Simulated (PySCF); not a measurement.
A structure optimised at PBE-D3(BJ)/def2-TZVP, used in a PySCF frequency run:

```xyz
3

I      0.0000    -1.8901     0.0414
B      0.0000     0.0000    -0.8774
I      0.0000     1.8901     0.0414
```
Charge 0, spin multiplicity 2.

Write its SMILES, formula and point group.

I[B]I, BI2, C2v

What are its rotational constants (standard atomic weights)?

57.738, 0.55736, 0.55203 GHz
